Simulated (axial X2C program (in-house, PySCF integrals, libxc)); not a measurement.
# Photoelectron levels of InBr by EOM-IP-CCSD

Computed with an axial X2C code built on PySCF integrals: two-component X2C with atomic mean-field Coulomb and Gaunt terms, Gaussian nuclei, basis In dyall-cv3z, Br dyall-cv3z with contracted cores.

R = 2.953 Å (1.150 times 2.568 Å, the PBE0 minimum at charge 0 for the lowest determinant).

Vertical ionisation energies of InBr to the states of InBr⁺:

```json
{"Ω of InBr⁺": "3/2", "vertical IE (eV)": "8.926", "above lowest (cm⁻¹)": "0", "ionised spinor": "95% Br pπ", "one-hole weight": "0.94"}
{"Ω of InBr⁺": "1/2", "vertical IE (eV)": "8.983", "above lowest (cm⁻¹)": "457", "ionised spinor": "43% Br pσ, 36% Br pπ, 11% In pσ", "one-hole weight": "0.94"}
{"Ω of InBr⁺": "1/2", "vertical IE (eV)": "9.382", "above lowest (cm⁻¹)": "3675", "ionised spinor": "59% Br pπ, 27% Br pσ", "one-hole weight": "0.94"}
{"Ω of InBr⁺": "1/2", "vertical IE (eV)": "12.776", "above lowest (cm⁻¹)": "31052", "ionised spinor": "83% In sσ, 15% Br pσ", "one-hole weight": "0.91"}
```

**Question.** What is the splitting of the first π pair in the table, and is it regular or inverted?

**Answer.** E(3/2) − E(1/2) = 0 − 3675 = -3675 cm⁻¹ at EOM-IP-CCSD: inverted, Ω = 3/2 lower. Splittings at this level can be off by ten to twenty per cent.

This point took 33 s on 1 thread of Intel(R) Xeon(R) Processor @ 2.30GHz (shared host).

Reference electrons by ω block (each with its −ω partner): 1/2: 27, 3/2: 12, 5/2: 3. 20 electrons of InBr correlated (inner shells frozen), 94 natural virtual spinors (a truncated set); levels can be off by some tenths of an eV. Roots sought by Ω: (1/2: 4, 3/2: 3, 5/2: 1); rows need 60 % one-particle weight and stop where some Ω has no more roots. Missing are any skipped roots, higher Ω and states of a further excitation; these come out far too high here and may in truth be low or lowest. T1 of the reference 0.011 (Lee–Taylor). Number of frozen shells: In 4 s, 3 p, 1 d; Br 3 s, 2 p, 1 d.
